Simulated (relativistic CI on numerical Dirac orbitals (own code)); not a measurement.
## Electric-dipole lines of Mo2+

Computed by Dirac-Coulomb-Breit CI, KLI orbitals optimised for each configuration, a model potential for QED, valence Slater integrals scaled by 0.85, P86 correlation energy added to each configuration (own radial code, finite nucleus).

Configurations in the expansion (outside the closed core [Kr]): 4d4, 4d3 5s, 4d3 5p, 4d2 5s2, 4d3 4f, 4d2 5s 5p, 4d3 5d, 4d3 6s, 4d3 6p, 4d2 4f2, 4d3 7s, 4d3 6d, 4d3 7p, 4d3 5f, 4d3 5g, 4d2 5p2, 4d3 7d, 4d3 6f, 4d2 5s 6s, 4d2 4f 5s, 4d2 5p 6s. Levels of other configurations are missing.

| λ vac (nm) | Lower | Upper | A (s⁻¹) | gf | Branching (%) |
| --- | --- | --- | --- | --- | --- |
| 68.559 | 4d4 5D_4 [5] | 4d3 6p 5G°_5 [372] | 8.31e+05 | 6.44e-04 | 0.5 |
| 72.590 | 4d4 5D_3 [4] | 4d2 5s 5p 5P°_3 [274] | 3.89e+06 | 2.15e-03 | 0.5 |
| 72.812 | 4d4 5D_2 [3] | 4d2 5s 5p 5P°_2 [272] | 3.06e+06 | 1.22e-03 | 0.3 |
| 72.906 | 4d4 5D_4 [5] | 4d2 5s 5p 5P°_3 [274] | 6.22e+06 | 3.47e-03 | 0.7 |
| 73.079 | 4d4 5D_3 [4] | 4d2 5s 5p 5P°_2 [272] | 2.26e+06 | 9.05e-04 | 0.2 |
| 73.569 | 4d4 5D_1 [2] | 4d2 5s 5p 3S°_1 [265] | 2.71e+06 | 6.60e-04 | 0.2 |
| 124.90 | 4d4 5D_4 [5] | 4d3 5p 5F°_5 [88] | 3.31e+08 | 8.52e-01 | 40.5 |
| 125.24 | 4d4 5D_1 [2] | 4d3 5p 5D°_0 [80] | 1.15e+09 | 2.71e-01 | 69.6 |
| 125.26 | 4d4 5D_3 [4] | 4d3 5p 5F°_4 [85] | 4.80e+08 | 1.02e+00 | 47.0 |
| 126.21 | 4d4 5D_4 [5] | 4d3 5p 5F°_4 [85] | 8.14e+07 | 1.75e-01 | 8.0 |
| 128.42 | 4d4 5D_0 [1] | 4d3 5p 3D°_1 [75] | 1.67e+08 | 1.24e-01 | 21.8 |
| 128.76 | 4d4 5D_1 [2] | 4d3 5p 3D°_1 [75] | 4.52e+07 | 3.37e-02 | 5.9 |
| 129.39 | 4d4 5D_2 [3] | 4d3 5p 3D°_1 [75] | 4.04e+06 | 3.04e-03 | 0.5 |
| 130.37 | 4d4 5D_4 [5] | 4d3 5p 5G°_5 [76] | 4.50e+06 | 1.26e-02 | 1.1 |
| 131.40 | 4d4 5D_3 [4] | 4d3 5p 5G°_4 [73] | 2.55e+06 | 5.93e-03 | 0.6 |
| 132.27 | 4d4 5D_2 [3] | 4d3 5p 5G°_3 [70] | 9.46e+05 | 1.74e-03 | 0.2 |
| 132.44 | 4d4 5D_4 [5] | 4d3 5p 5G°_4 [73] | 7.36e+05 | 1.74e-03 | 0.2 |
| 133.15 | 4d4 5D_3 [4] | 4d3 5p 5G°_3 [70] | 7.07e+05 | 1.32e-03 | 0.2 |
| 151.92 | 4d4 3P_0 [6] | 4d3 5p 3D°_1 [75] | 1.05e+08 | 1.09e-01 | 13.7 |
| 228.45 | 4d3 5s 5F_5 [37] | 4d3 5p 5F°_5 [88] | 3.15e+08 | 2.72e+00 | 38.6 |
| 232.88 | 4d3 5s 5F_5 [37] | 4d3 5p 5F°_4 [85] | 2.54e+08 | 1.86e+00 | 24.9 |

Terms are leading LS components. Brackets give the number of a level in order of energy, since labels repeat. The list gives strong lines, with weight on those to low levels, without lines whose two gauges differ by over a factor of 2.5, among the lowest 400 of 2779 levels, so that lines to higher ones, which can be the strongest, are missing, and without lines across small gaps between configurations, and without 378 lines that miss the measured interval by over 3.5 %, start from a term whose rates miss tabulated ones by over 60 %, have gauges far apart or, lacking measured levels, span too small a gap for the errors found; lines with a level outside our table were not tested and can miss by more. Levels whose partners in the same complex of configurations lie outside the list can be far off, and so can their lines. Rates are taken at the computed energies, electric ones in the length gauge.

For a near-neutral ion this model can misplace configurations by up to about 10,000 cm⁻¹ (more where the count of f electrons changes) and terms by 10 to 25 % of their spread. Rates follow the energies as ν³ (E1, M1) or ν⁵ (E2), so they and the lifetimes can be off by large factors. The fine structure of a lone outer electron comes out too small, for d and f at times inverted, and misplaced configurations move strength between like terms. 61 of the 67 excited levels that our extract of the measured tables holds in this range could be paired (the sources list more); they are missed by 2251 cm⁻¹ on average and 4413 at most, and levels without a partner can miss by more.
